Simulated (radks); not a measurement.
Results of a calculation; reference values are marked as such.
Species: I27+. Configuration: [Ar] 3d8 (the NIST ground configuration). Code: a radial shooting solver on a logarithmic mesh with Libxc functionals. Model: scalar-relativistic Kohn-Sham, SCAN, spin-polarised, spherical densities, finite nucleus; open shells are filled with parallel spins first (spin-orbit coupling, left out, can overturn this in heavy ions); meta-GGA in the generalised Kohn-Sham scheme; Fermi nuclear charge, rms radius 4.75 fm.

Normalised radial functions P(r) = r R(r), r in bohr:

| r | 3s up | 3d up | 3d down |
|---|---|---|---|
| 0.002865 | 0.3449 | 0.0002 | 0.0002 |
| 0.003205 | 0.3749 | 0.0002 | 0.0002 |
| 0.003556 | 0.4041 | 0.0003 | 0.0003 |
| 0.003977 | 0.4370 | 0.0004 | 0.0004 |
| 0.004449 | 0.4710 | 0.0005 | 0.0005 |
| 0.004976 | 0.5058 | 0.0007 | 0.0007 |
| 0.005521 | 0.5384 | 0.0009 | 0.0009 |
| 0.006176 | 0.5732 | 0.0013 | 0.0013 |
| 0.006908 | 0.6070 | 0.0017 | 0.0017 |
| 0.007726 | 0.6387 | 0.0024 | 0.0024 |
| 0.008642 | 0.6671 | 0.0032 | 0.0032 |
| 0.009589 | 0.6893 | 0.0043 | 0.0043 |
| 0.01073 | 0.7070 | 0.0059 | 0.0059 |
| 0.012 | 0.7166 | 0.0080 | 0.0080 |
| 0.01342 | 0.7157 | 0.0108 | 0.0108 |
| 0.01489 | 0.7035 | 0.0143 | 0.0142 |
| 0.01665 | 0.6756 | 0.0192 | 0.0192 |
| 0.01863 | 0.6301 | 0.0258 | 0.0258 |
| 0.02083 | 0.5645 | 0.0346 | 0.0345 |
| 0.0233 | 0.4767 | 0.0461 | 0.0460 |
| 0.02586 | 0.3741 | 0.0600 | 0.0599 |
| 0.02892 | 0.2402 | 0.0793 | 0.0792 |
| 0.03235 | 0.0826 | 0.1043 | 0.1042 |
| 0.03618 | -0.0958 | 0.1363 | 0.1362 |
| 0.04015 | -0.2759 | 0.1737 | 0.1735 |
| 0.04491 | -0.4787 | 0.2240 | 0.2237 |
| 0.05023 | -0.6809 | 0.2865 | 0.2861 |
| 0.05618 | -0.8699 | 0.3632 | 0.3627 |
| 0.06284 | -1.0297 | 0.4557 | 0.4550 |
| 0.06973 | -1.1365 | 0.5568 | 0.5559 |
| 0.07799 | -1.1902 | 0.6828 | 0.6817 |
| 0.08724 | -1.1640 | 0.8264 | 0.8250 |
| 0.09758 | -1.0452 | 0.9856 | 0.9839 |
| 0.1083 | -0.8461 | 1.1442 | 1.1421 |
| 0.1211 | -0.5376 | 1.3220 | 1.3189 |
| 0.1355 | -0.1439 | 1.4992 | 1.4956 |
| 0.1515 | 0.3074 | 1.6638 | 1.6595 |
| 0.1695 | 0.7819 | 1.8047 | 1.8000 |
| 0.188 | 1.2060 | 1.9032 | 1.8985 |
| 0.2103 | 1.6040 | 1.9633 | 1.9588 |
| 0.2352 | 1.8960 | 1.9662 | 1.9622 |
| 0.2631 | 2.0525 | 1.9058 | 1.9033 |
| 0.292 | 2.0660 | 1.7927 | 1.7919 |
| 0.3266 | 1.9455 | 1.6158 | 1.6171 |
| 0.3653 | 1.7112 | 1.3945 | 1.3977 |
| 0.4086 | 1.4039 | 1.1470 | 1.1517 |
| 0.457 | 1.0705 | 0.8943 | 0.8997 |
| 0.5071 | 0.7763 | 0.6729 | 0.6785 |
| 0.5672 | 0.5067 | 0.4644 | 0.4695 |
| 0.6344 | 0.3017 | 0.2975 | 0.3017 |
| 0.7096 | 0.1624 | 0.1754 | 0.1785 |
| 0.7873 | 0.0828 | 0.0988 | 0.1009 |
| 0.8806 | 0.0356 | 0.0481 | 0.0494 |
| 0.985 | 0.0134 | 0.0209 | 0.0215 |

3s up: eigenvalue -1947.6 eV, 2 radial nodes at r = 0.0341, 0.141 bohr, <r> = 0.304 bohr, 90 % of the charge inside 0.444 bohr. 3d up: eigenvalue -1531.0 eV, 0 radial nodes, <r> = 0.272 bohr, 90 % of the charge inside 0.422 bohr. 3d down: eigenvalue -1521.1 eV, 0 radial nodes, <r> = 0.273 bohr, 90 % of the charge inside 0.423 bohr.
